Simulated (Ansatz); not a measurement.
Isolated molecules relaxed with PBE0-D4/def2-TZVP in Ansatz; ΔE leaves out vibrations. CCSD(T)/CBS adds triple-zeta CCSD(T) − MP2 to the extrapolated MP2 energy (def2 sets, frozen cores). This one scheme is used for every species. For Ga outer-core shells are correlated without core-valence functions, which leaves a few kJ/mol of doubt a bond. Scalar relativity is left out up to krypton. One conformer a species, not always the lowest.

Consider the formal exchange of groups at a Ga–Al bond: `[SiH3][CH2][AlH][GaH2]` + `N[SiH3]` → `N[SiH2][GaH2]` + `[AlH2][CH2][SiH3]`.

```tsv
species	CCSD(T)/CBS(def2) energy (Eh)
`[SiH3][CH2][AlH][GaH2]`	-2497.87725
`N[SiH3]`	-346.80422
`N[SiH2][GaH2]`	-2271.33200
`[AlH2][CH2][SiH3]`	-573.34237
```

(1) Work out ΔE.

Largest T1 diagnostic among the species: 0.013.

## Answers

(1) ΔE = (-2271.33200) + (-573.34237) − (-2497.87725) − (-346.80422) = 0.00710 Eh = +18.6 kJ/mol.

At CCSD(T), def2-SVP lies −8.5 kJ/mol from the extrapolated value and def2-TZVPP +0.1 kJ/mol. Leaving LDA and LC-ωPBE aside and taking each functional with its dispersion term where it has one, the values, not all of them listed here, spread over 14.4 kJ/mol, from B97M-V to PBE-D4. LDA lies +15.2 kJ/mol from PBE without D4.
